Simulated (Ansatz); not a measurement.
# Worked example: Si2H3F3 + InHF → SiH(SiH2)F2 + InHF2

Species: Si2H3F3 `F[SiH2][SiH](F)F`, singlet; InHF `[F][InH]`, doublet; SiH(SiH2)F2, doublet; InHF2 `[F][InH][F]`, singlet. A radical takes F: the energy is the difference in strength between the Si–F bond broken and the In–F bond made.

Shapes, held fixed at every level: PBE0-D4/def2-TZVP. Flexible molecules stand in one conformer, not always the lowest. Programs: Ansatz 0.2.0. Electronic energies: no zero-point or thermal term.

At CCSD(T)/def2-TZVPP; 1 Eh = 2625.50 kJ/mol:

```
    species  energy (Eh)
    Si2H3F3  -879.324286
       InHF  -289.815136
SiH(SiH2)F2  -779.471711
      InHF2  -389.616348
```

Task: Work out ΔE of the reaction at this level.

Result: 
1. Products less reactants: (-779.471711) + (-389.616348) − [(-879.324286) + (-289.815136)] = 0.051363 Eh = +134.9 kJ/mol.

Other levels give +130.1 (PBE-D4/def2-TZVPP) to +146.7 kJ/mol (B3LYP-D4/def2-TZVPP). No measured value is set beside it here. Open shells run unrestricted unless RO is named. For atoms past krypton def2 sets carry core potentials with scalar relativity. Correlated rows may include outer-core shells of In, which these sets cover unevenly.
